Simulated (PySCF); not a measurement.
ClGaH₂. Atoms are numbered in the order given.

```xyz
4

Ga     0.0000     0.0000    -0.7101
H      0.0000    -1.4105    -1.3691
H      0.0000     1.4105    -1.3691
Cl     0.0000     0.0000     1.4560
```
Charge 0, spin multiplicity 1.

Coordinates come from a B3LYP-D3(BJ)/def2-TZVP optimisation.

Calculation: C-PCM-B3LYP/def2-SVP (PySCF 2.14.0).

The values are the electrostatic part of the solvation free energy, E(continuum) − E(gas) at the gas-phase geometry, in a cavity of scaled van der Waals radii (PySCF's table); cavitation and dispersion terms are not included. A continuum can't describe solvent molecules that bind to the metal. In vacuum the orbital gap is 6.02 eV. The dipole moment in vacuum is 1.80 D.

Question: Estimate the values in water (ε = 78.36), benzene (ε = 2.27), chloroform (ε = 4.71). (An estimate is asked for; the answer gives what the named calculation found.)

Answer: 
| solvent | ε | ΔG(elec) (kcal/mol) | dipole (D) | gap (eV) |
|---|---|---|---|---|
| water | 78.36 | -3.7 | 2.40 | 6.48 |
| benzene | 2.27 | -2.0 | 2.11 | 6.27 |
| chloroform | 4.71 | -2.9 | 2.26 | 6.38 |
